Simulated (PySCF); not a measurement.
Cl2HSi, SMILES Cl[SiH]Cl, multiplicity 2.

Geometry optimised at TPSSh-D3(BJ)/def2-TZVP. The isomer is the one that the SMILES or the coordinates give; other isomers of the formula were not compared.

Two levels are set side by side: PBE/def2-TZVPD (PySCF) and B3LYP/def2-TZVPD (PySCF). Same geometry, gas phase. Differences are taken from unrounded values.

```
quantity                     B3LYP
---------------------------  -----
α-spin orbital gap (eV)       5.95
β-spin orbital gap (eV)       5.64
dipole moment (D)             1.08
mean polarisability (bohr³)   58.1
```

Task: What does PBE give, and how far is it from B3LYP? (Estimate from the structure and the level; the computed values follow.)

Result: 
```json
[
 {"quantity": "α-spin orbital gap (eV)", "PBE": "4.36", "PBE minus B3LYP": "-1.59"},
 {"quantity": "β-spin orbital gap (eV)", "PBE": "4.07", "PBE minus B3LYP": "-1.57"},
 {"quantity": "dipole moment (D)", "PBE": "0.95", "PBE minus B3LYP": "-0.13"},
 {"quantity": "mean polarisability (bohr³)", "PBE": "59.7", "PBE minus B3LYP": "1.6"}
]
```

Rough cost on one machine, each run with all the roots and properties that it gave: B3LYP against PBE within a factor of 2.
